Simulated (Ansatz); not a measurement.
These are CAM-B3LYP-D3(BJ)/def2-TZVP run with Ansatz (an electronic-structure program) values and carry that method's errors. No frequencies were computed at this level.

Ansatz 0.2 input:
```yaml
crystal:
  periodic: [false, false, false]
  atoms:
    - { symbol: Cl, position_ang: [-1.019269, -1.442448, -0.008696] }
    - { symbol: B, position_ang: [-0.101317, 0.004264, -0.000882] }
    - { symbol: Cl, position_ang: [-0.894582, 1.522928, -0.007933] }
    - { symbol: I, position_ang: [2.015168, -0.084745, 0.017511] }
basis:
  gaussian: { orbitals: def2-tzvp }
hamiltonian:
  xc: cam_b3lyp
  dispersion: d3bj
relax:
  max_steps: 150
```

Output:

```
Functional definition: CAM-B3LYP
1106 factors; their error is unknown
256 factors; integrals over basis functions are off by at most 7.0e-6 eV
mean field evaluation 1: about -33826.0805 eV, gradient 1.2e1 eV
mean field evaluation 2: about -33826.3439 eV, gradient 9.4e0 eV
mean field evaluation 4: about -33826.4913 eV, gradient 1.2e0 eV
mean field evaluation 8: about -33826.7590 eV, gradient 5.5e-1 eV
mean field evaluation 16: about -33826.7592 eV, gradient 2.3e-5 eV
mean field -33826.75916254 eV, -1243.1104706225 hartree, gradient 2.3e-5 eV, S^2 0.000000; 0 other end points of the search recorded, 0 dependent functions left out
reference -33826.75927647 eV, -1243.1104748094 hartree; 32, 32 occupied and 123, 123 virtual orbitals, 1106 factors
relax step   1: F+E_penalty+E_count = -33826.90477143 eV  Δ(F+E_penalty+E_count) = +0.000e0 eV  max|allowed force component| = 5.417e-1 eV/Å  Δτ_max = 0.0000 Å  (30 SCF iters, accepted)
these checks for a lower state are left out or cut short: starts, cluster_reference, orbital_swaps, neighbouring_geometries, increment
1106 factors; their error is unknown
256 factors; integrals over basis functions are off by at most 7.1e-6 eV
mean field -33826.76871106 eV, -1243.1108215240 hartree, gradient 2.0e-5 eV, S^2 0.000000; 0 other end points of the search recorded, 0 dependent functions left out
reference -33826.76882528 eV, -1243.1108257215 hartree; 32, 32 occupied and 123, 123 virtual orbitals, 1106 factors
relax step   2: F+E_penalty+E_count = -33826.91397199 eV  Δ(F+E_penalty+E_count) = -9.201e-3 eV  max|allowed force component| = 3.428e-1 eV/Å  Δτ_max = 0.0107 Å  (35 SCF iters, accepted)
these checks for a lower state are left out or cut short: starts, cluster_reference, orbital_swaps, neighbouring_geometries, increment
1106 factors; their error is unknown
256 factors; integrals over basis functions are off by at most 7.1e-6 eV
mean field evaluation 32: about -33826.7723 eV, gradient 1.9e-5 eV
mean field -33826.77227230 eV, -1243.1109523973 hartree, gradient 1.9e-5 eV, S^2 0.000000; 0 other end points of the search recorded, 0 dependent functions left out
reference -33826.77238666 eV, -1243.1109566000 hartree; 32, 32 occupied and 123, 123 virtual orbitals, 1106 factors
relax step   3: F+E_penalty+E_count = -33826.91734319 eV  Δ(F+E_penalty+E_count) = -3.371e-3 eV  max|allowed force component| = 3.976e-2 eV/Å  Δτ_max = 0.0096 Å  (34 SCF iters, accepted)
these checks for a lower state are left out or cut short: starts, cluster_reference, orbital_swaps, neighbouring_geometries, increment
1106 factors; their error is unknown
256 factors; integrals over basis functions are off by at most 7.0e-6 eV
mean field -33826.77233691 eV, -1243.1109547718 hartree, gradient 1.9e-5 eV, S^2 0.000000; 0 other end points of the search recorded, 0 dependent functions left out
reference -33826.77245126 eV, -1243.1109589739 hartree; 32, 32 occupied and 123, 123 virtual orbitals, 1106 factors
relax step   4: F+E_penalty+E_count = -33826.91744632 eV  Δ(F+E_penalty+E_count) = -1.031e-4 eV  max|allowed force component| = 6.056e-3 eV/Å  Δτ_max = 0.0033 Å  (35 SCF iters, accepted)
1106 factors; their error is unknown
256 factors; integrals over basis functions are off by at most 7.0e-6 eV
mean field evaluation 64: about -33826.7723 eV, gradient 1.2e-4 eV
mean field -33826.77233691 eV, -1243.1109547718 hartree, gradient 1.9e-5 eV, S^2 0.000000; 1 other end points of the search recorded, 0 dependent functions left out
reference -33826.77245126 eV, -1243.1109589739 hartree; 32, 32 occupied and 123, 123 virtual orbitals, 1106 factors
Total energy: -33826.91756066 eV, -1243.1162916461 hartree
Atom 0 at    -1.026546    -1.459749    -0.008758 Å, force    -0.002711     0.002815    -0.000024 eV/Å
Atom 1 at    -0.095478     0.004017    -0.000830 Å, force    -0.000438     0.000014    -0.000004 eV/Å
Atom 2 at    -0.900381     1.540780    -0.007986 Å, force    -0.002907    -0.002591    -0.000025 eV/Å
Atom 3 at     2.022406    -0.085049     0.017574 Å, force     0.006056    -0.000238     0.000053 eV/Å
Dipole moment:     0.011959    -0.000503     0.000104 e Å
```

Cost: around 21 core-seconds (rough).
